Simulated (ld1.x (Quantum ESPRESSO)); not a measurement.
## What one change does to a pseudopotential (nitrogen (N), TM semilocal)

ld1.x (Quantum ESPRESSO) 7.5 input, shortened:

```
&input
   title='N', zed=7., rel=0, dft='PZ', iswitch=3,
   config='[He] 2s1 2p4'
 /
 &inputp
   pseudotype=1, tm=.true., lloc=1,
   nlcc=.true., new_core_ps=.true.
 /
2
2S  1  0   1.00   0.00  0.70  0.70  0.0
2P  2  1   4.00   0.00  2.20  2.20  0.0
 &test
   configts(1)='2s1 2p4'
 /
```

Change: all radii but the core radius scaled by about 1.17 (s 0.82, p 2.58 bohr).

Cutoffs: the cutoffs (Ry, on a coarse ladder) from which the occupation-weighted sum of valence levels, in a spherical-Bessel basis at the reference potential, stays within 10 and 1 mRy of its value at 400 Ry; they do not see the model core or the augmentation charge, which bear on the density cutoff. Errors are all-electron minus pseudo energies relative to the spin-unpolarised reference configuration.

Problem. How do hardness, ghosts and transferability respond?

Solution. The potential gets softer (110 Ry and 260 Ry → 45 Ry and 120 Ry); of the 9 tests that both files solve, the error grows in 9 and shrinks in 0 by more than 15 % and 0.3 meV (median size 24.2 → 82.9 meV); neither file shows a bound ghost. A larger radius leaves more room for a smooth pseudo-wave, so fewer plane waves are needed. More of the atom is replaced by a form fitted at one configuration, so other configurations suffer. A semilocal file is local in each channel, so a ghost entry of none says nothing of the separable form that plane-wave codes build from it.

```tsv
quantity	base	changed
cutoff, loose	110 Ry	45 Ry
cutoff, tight	260 Ry	120 Ry
loose cutoff by channel (10 mRy a level)	s 110 Ry, p 25 Ry	s 45 Ry, p 21 Ry
bound ghosts	none	none
error for 2s2 2p3, meV [ΔE -11.17 eV]	-1.6	-29
error for 2s2 2p2, meV [ΔE 2.56 eV]	+177	+309
error for 2s2 2p1, meV [ΔE 31.54 eV]	+872	+1559
error for 2s2 2p3.3, meV [ΔE -12.84 eV]	-24	-71
error for 2s2 2p2.5, meV [ΔE -6.00 eV]	+58	+83
error for 2s1 2p3, meV [ΔE 13.98 eV]	+1.3	+31
error for 2s2 2p0, meV [ΔE 78.71 eV]	+2883	+4888
error for 2s1 2p4 (spin-polarised), meV [ΔE -3.20 eV]	+23	-48
error for 2s2 2p3 (spin-polarised), meV [ΔE -14.07 eV]	-9.6	-127
```
